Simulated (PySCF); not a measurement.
A calculated (PBE0, PySCF 2.14, aug-cc-pV(D+d)Z, the non-relativistic Hamiltonian (point nucleus)) atom or ion has these occupied shells.

```csv
shell,electrons,orbital energy (eV),"rms radius, mean of both spins (bohr)"
1s α,1,-2113.9,0.120
1s β,1,-2113.7,0.120
2s α,1,-192.04,0.566
2s β,1,-191.74,0.566
2p α,3,-141.35,0.543
2p β,3,-140.90,0.543
3s α,1,-25.909,1.97
3s β,1,-23.127,1.97
3p α,2,-16.337,2.30
```

Question: Name the element and its charge.

Answer: P⁺ (phosphorus, charge +1), in [Ne] 3s2 3p2, high-spin 3P determinant.
